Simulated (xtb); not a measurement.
GeHI, SMILES [GeH][I] (connectivity only; charge and spin as stated), neutral, multiplicity 1. All values are semi-empirical tight-binding results from xtb (GFN2-xTB unless named), good for trends rather than for accurate numbers. Geometry: GFN2-xTB.

For metal compounds this method's bond lengths and energies can be far off.

```json
{
  "point_group_as_xtb_finds_it": "Cs",
  "orbital_gap": "2.98 eV",
  "zero_point_energy": "3.3 kcal/mol",
  "G − E(el) at 298.15 K (modified RRHO)": "-14.1 kcal/mol"
}
```
